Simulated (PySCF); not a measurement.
Compound: C5H3F3S.
Z-matrix (Å and degrees, GFN2-xTB geometry), rows numbered from 1:
```
F 
C   1  1.3431
F   2  1.3414  1  106.73
F   2  1.3483  1  105.97  3  -112.90
C   2  1.4913  1  112.37  3   124.11
C   5  1.4183  2  122.88  1    42.69
C   6  1.3557  5  111.78  2   179.06
S   7  1.7183  6  112.23  5    -0.13
C   5  1.3637  2  124.10  1  -138.63
H   6  1.0745  5  123.39  2    -1.23
H   7  1.0712  6  128.14  5   179.84
H   9  1.0719  5  127.82  2     1.27
```

PySCF, density fitting, gas phase, GFN2-xTB geometry. The standard run uses grid level 2 after a coarse-grid start, the def2-universal JK fitting basis (with tight functions added where the orbital basis needs them), an energy threshold of 1e-9 Eh and DIIS. The changed runs have no coarse-grid stage.

Problem. Standard PBE0/pcSseg-1: E = -889.351634 Eh, HOMO -7.624 eV, LUMO -1.063 eV, dipole 2.537 D, 13 cycles (coarse-grid cycles included). What changes at PBE0/pcSseg-1 with: damping 0.3 at the start, DIIS from the seventh cycle?

Solution. E = -889.351634 Eh (0.000 mEh), HOMO -7.624 eV (0.000), LUMO -1.063 eV (0.000), dipole 2.537 D (0.000), 14 SCF cycles. The result matches the standard run within 0.02 mEh and 0.003 eV; such settings steer the iterations and don't enter the energy expression.

The cycles:
```
cycle   1  E = -889.2153283260  dE =  1.781e+00  |g| = 8.881e-01  |ddm| = 3.552e+00
cycle   2  E = -889.2938344710  dE = -7.851e-02  |g| = 6.080e-01  |ddm| = 8.104e-01
cycle   3  E = -889.3242841721  dE = -3.045e-02  |g| = 4.157e-01  |ddm| = 5.718e-01
cycle   4  E = -889.3380606347  dE = -1.378e-02  |g| = 2.930e-01  |ddm| = 3.983e-01
cycle   5  E = -889.3443248349  dE = -6.264e-03  |g| = 2.102e-01  |ddm| = 2.971e-01
cycle   6  E = -889.3340311284  dE =  1.029e-02  |g| = 3.188e-01  |ddm| = 3.329e-01
cycle   7  E = -889.3071481304  dE =  2.688e-02  |g| = 4.880e-01  |ddm| = 5.417e-01
cycle   8  E = -889.3510377488  dE = -4.389e-02  |g| = 4.754e-02  |ddm| = 3.632e-01
cycle   9  E = -889.3516308251  dE = -5.931e-04  |g| = 3.243e-03  |ddm| = 4.535e-02
cycle  10  E = -889.3516328017  dE = -1.977e-06  |g| = 1.863e-03  |ddm| = 3.849e-03
cycle  11  E = -889.3516335884  dE = -7.867e-07  |g| = 4.260e-04  |ddm| = 1.788e-03
cycle  12  E = -889.3516336302  dE = -4.184e-08  |g| = 1.629e-04  |ddm| = 5.681e-04
cycle  13  E = -889.3516336376  dE = -7.360e-09  |g| = 3.491e-05  |ddm| = 2.142e-04
cycle  14  E = -889.3516336379  dE = -3.502e-10  |g| = 1.085e-05  |ddm| = 5.234e-05
```
